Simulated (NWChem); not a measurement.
System: ammonia (NH3); SMILES N

The following NWChem deck was run.

```
start job
memory heap 200 mb stack 700 mb global 900 mb
geometry units angstroms noautosym nocenter noautoz
  N      0.000000     0.000000     0.131503
  H      0.664206     0.664206    -0.263947
  H      0.243116    -0.907322    -0.263947
  H     -0.907322     0.243116    -0.263947
end
basis spherical
  * library 6-31g*
end
dft
  xc b3lyp
  iterations 150
end
property
  shielding 2 1 2
end
task dft property
```

Geometry: optimised at B3LYP/6-31G* (spherical d). Not confirmed as a minimum by frequencies.

GIAO values for the isolated, static molecule; σ is the absolute isotropic shielding.

Atoms are numbered as in the input.

Predict the main results of this run. (B3LYP/6-31G* (spherical d), GIAO.) Quantities: σ N1 (ppm); σ H2 (ppm).


```json
{
  "σ N1 (ppm)": "255.8",
  "σ H2 (ppm)": "32.72"
}
```
